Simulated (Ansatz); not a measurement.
A geometry relaxed with B3LYP-D3(BJ)/def2-TZVP (Ansatz, an electronic-structure program), charge 0, multiplicity 1:

```xyz
9

O     -0.6131    -0.5235     1.6428
S      0.2738     2.2306    -0.0446
S      1.7692    -1.2068    -0.1698
S     -1.6112    -0.2989    -1.5383
Ge    -0.0660     0.0258     0.0388
H      1.3277     2.1646     0.7881
H      2.0101    -0.7556    -1.4128
H     -1.7120    -1.6101    -1.2564
H     -1.3786    -0.0260     1.9520
```

Problem. Write the SMILES of this molecule.

Solution. `[OH][Ge]([SH])([SH])[SH]`
